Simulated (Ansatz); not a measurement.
The same group exchange along the group F, Cl, Br.

Isolated molecules relaxed with PBE0-D4/def2-TZVP in Ansatz; ΔE leaves out vibrations. CCSD(T)/CBS is the MP2 limit (def2-TZVPP, def2-QZVPP) plus CCSD(T) − MP2 in def2-TZVPP, frozen cores. This one scheme is used for every species. DFT in def2-TZVPP. For Br outer-core shells are correlated without core-valence functions, which leaves a few kJ/mol of doubt a bond. Scalar relativity is left out up to krypton. Each species was taken in one conformer, which may not be the lowest.

```tsv
reaction	HF/CBS(def2) (eV)	B2PLYP (eV)	ωB97X-V (eV)	CCSD(T)/CBS(def2) (eV)
`F[SiH2][NH][AlH2]` + SiH₄ → `[AlH2][NH][SiH2][SiH3]` + H–F	2.01	1.75	1.67	1.63
`[AlH2][NH][SiH2]Cl` + SiH₄ → `[AlH2][NH][SiH2][SiH3]` + HCl	1.41	1.25	1.20	1.20
`[AlH2][NH][SiH2]Br` + SiH₄ → `[AlH2][NH][SiH2][SiH3]` + HBr	1.35	1.20	1.15	1.18
```

Largest T1 diagnostic: 0.013, for `[AlH2][NH][SiH2][SiH3]`.
